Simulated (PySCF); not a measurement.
A structure optimised at B3LYP-D3(BJ)/def2-SVP, used in a PySCF frequency run:

```xyz
7

In     0.5563     0.3770     0.1529
Br    -1.4421    -1.0195    -0.4321
O      0.6675     2.2061    -0.6481
H     -0.0768     2.3774    -1.2429
N      1.8823    -0.2439     1.5654
H      2.8185     0.1464     1.4574
H      1.9594    -1.2576     1.6441
```

Write its SMILES and formula.

[NH2][In]([OH])[Br], BrH3InNO

What are its rotational constants (standard atomic weights)?

4.6359, 1.2277, 0.97227 GHz
